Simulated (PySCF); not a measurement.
**NaGe⁻: energy against distance**

Set-up: Na aug-cc-pVDZ, Ge aug-cc-pVDZ-PP with ECP10; scalar-relativistic core potentials (PySCF 2.14). Energies in eV from Na + Ge⁻ in their ground configurations at the same level. All curves are PBE0. state 1: Ms = 1 determinant of mixed spin (⟨S²⟩ near 2.7), unpaired electrons π ↑↑; state 2: ⁵Σ⁻ (quintet), unpaired electrons σ ↑↑, π ↑↑, a second solution, started from another occupation; state 3: Ms = 0 determinant of mixed spin (⟨S²⟩ near 1.5), unpaired electrons π ↑↓, a mixture of terms (⟨Lz²⟩ = 2.0), a second solution, started from another occupation.

```json
{"R (Å)": "2.540", "state 1": "-0.7931", "state 2": "-0.4910", "state 3": "-0.3742"}
{"R (Å)": "2.659", "state 1": "-0.9056", "state 2": "-0.6083", "state 3": "-0.4837"}
{"R (Å)": "2.777", "state 1": "-0.9668", "state 2": "-0.6763", "state 3": "-0.5411"}
{"R (Å)": "2.865", "state 1": "-0.9884", "state 2": "-0.7042", "state 3": "-0.5596"}
{"R (Å)": "2.954", "state 1": "-0.9944", "state 2": "-0.7172", "state 3": "-0.5625"}
{"R (Å)": "3.043", "state 1": "-0.9886", "state 2": "-0.7191", "state 3": "-0.5536"}
{"R (Å)": "3.161", "state 1": "-0.9674", "state 2": "-0.7086", "state 3": "-0.5284"}
{"R (Å)": "3.308", "state 1": "-0.9265", "state 2": "-0.6815", "state 3": "-0.4828"}
{"R (Å)": "3.486", "state 1": "-0.8654", "state 2": "-0.6373", "state 3": "-0.4169"}
{"R (Å)": "3.722", "state 1": "-0.7761", "state 2": "-0.5699", "state 3": "-0.3226"}
```

**Question.** Put a parabola through the three lowest points of the state 1 curve and estimate Re, k and ωe (reduced mass 17.54 u; 1 eV/Å² = 0.16022 mdyn/Å; ωe = 1302.8·√(k/μ) cm⁻¹).

**Answer.** Through R = 2.865, 2.954, 3.043 Å the second-order coefficient is 0.745 eV/Å², so Re ≈ 2.955 Å, k ≈ 0.239 mdyn/Å and ωe ≈ 152 cm⁻¹. A polynomial fit of higher order to the unrounded PBE0 energies gives Re = 2.951 Å, k = 0.242 mdyn/Å, ωe = 153 cm⁻¹; anharmonicity and rounding make the difference.

The higher-order fit for each curve: state 1: Re = 2.951 Å, ωe = 153 cm⁻¹, De = 0.99 eV; state 2: Re = 3.014 Å, ωe = 135 cm⁻¹, minimum 0.72 eV below the ground-state fragments; state 3: Re = 2.928 Å, ωe = 159 cm⁻¹, minimum 0.56 eV below the ground-state fragments.

Closed-shell solutions of metal pairs were not tested for spin polarisation, which can lower them a little. ⟨S²⟩ of the unrestricted solution departs from its pure value on part of the curve, where spin states mix. Spin–orbit coupling is left out. For an ion De counts to the pair picked by the measured ionisation energies or electron affinities, which need not be the lowest pair at this level. The highest Kohn–Sham level is positive in this anion. Much of that is self-interaction error, but it also means that the finite basis helps to hold the extra electron. The state was picked by a PBE0 search and need not be the measured ground state.
